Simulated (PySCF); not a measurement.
Species: monosilicic acid, H4O4Si.
Atom-mapped SMILES: `[OH:1][Si:2]([OH:3])([OH:4])[OH:5]` (hydrogens: H6 on O1; H7 on O3; H8 on O4; H9 on O5)

Geometry (GFN2-xTB, Å), atoms numbered from 1 in this order:
```xyz
9
H4O4Si angstrom
O      0.517    1.305   -0.823
Si     0.002    0.001   -0.002
O      1.146   -1.140   -0.172
O     -1.457   -0.382   -0.607
O     -0.200    0.222    1.595
H     -0.106    2.003   -1.001
H      1.534   -1.269   -1.032
H     -1.996   -1.005   -0.129
H      0.574    0.271    2.147
```

A PySCF run (density fitting, gas phase, GFN2-xTB geometry) gave HOMO -9.04 eV, LUMO 0.75 eV, dipole 0.02 D and E = -592.517 Eh.

**Question.** Which of these levels was it?
A. X3LYP/IGLO-II
B. PBE0/def2-SVPD
C. PBE0/pcSseg-1

**Answer.** C. It is PBE0/pcSseg-1. All candidates on this geometry:

```tsv
level and settings	kind	basis functions	SCF cycles	E (Eh)	HOMO (eV)	LUMO (eV)	dipole (D)
PBE0/def2-SVPD	global hybrid	148	11	-592.2647	-9.26	-0.21	0.02
X3LYP/IGLO-II, damping 0.1 at the start, DIIS from the seventh cycle	global hybrid	147	14	-592.9697	-8.72	0.35	0.02
PBE0/pcSseg-1	global hybrid	112	11	-592.5168	-9.04	0.75	0.02
```

The nearest other candidate, by the summed differences of HOMO and LUMO, is X3LYP/IGLO-II: its HOMO differs by +0.32 eV and its LUMO by -0.40 eV. Cycle counts include a coarse-grid stage where the run had one.
